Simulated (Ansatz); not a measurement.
Stepwise reaction of `[F][Ge][F]` with hydrogen chloride, as a gas-phase model of exchange steps in deposition or etching. ΔE in kJ/mol; ΔG adds harmonic PBE0-D4 terms to CCSD(T)/CBS, at 1 bar.

Calculated with Ansatz (gas phase, PBE0-D4/def2-TZVP geometries, no zero-point term in ΔE). CBS: MP2 limit from def2 TZ/QZ plus the TZ coupled-cluster correction, frozen cores. This one scheme is used for every species. Functionals use def2-TZVPP. B3LYP here is the variant with VWN-RPA as its local correlation; programs differ in this. For Ge outer-core shells are correlated without core-valence functions, which leaves a few kJ/mol of doubt a bond. Scalar relativity is left out up to krypton.

```json
{"step": "1", "reaction": "`[F][Ge][F]` + HCl → `[F][Ge][Cl]` + H–F", "PBE-D4": "-4.3", "B3LYP-D4": "-0.8", "ωB97M-V": "2.7", "CCSD(T)/CBS": "-3.4", "ΔG(600 K)": "-1.1"}
```

**Question.** Give the row of step 2, `[F][Ge][Cl]` + HCl → `[Cl][Ge][Cl]` + H–F. (Estimate.)

**Answer.** The calculation gave: 
| step | reaction | PBE-D4 | B3LYP-D4 | ωB97M-V | CCSD(T)/CBS | ΔG(600 K) |
| --- | --- | --- | --- | --- | --- | --- |
| 2 | `[F][Ge][Cl]` + HCl → `[Cl][Ge][Cl]` + H–F | -8.4 | -5.3 | -1.5 | -9.3 | 0.3 |

**Question.** By hand: ΔE of the 2 steps together at CCSD(T)/CBS.

**Answer.** (-3.4) + (-9.3) = -12.7 kJ/mol, or -6.4 kJ/mol a step.

In ΔE each step is lower than the one before. ΔG lies between -1.1 and 0.3 kJ/mol a step. PBE-D4 differs from CCSD(T)/CBS by -0.9 to 0.9 kJ/mol a step. Isolated molecules leave out the surface, adducts and barriers. Largest T1 diagnostic: 0.015.
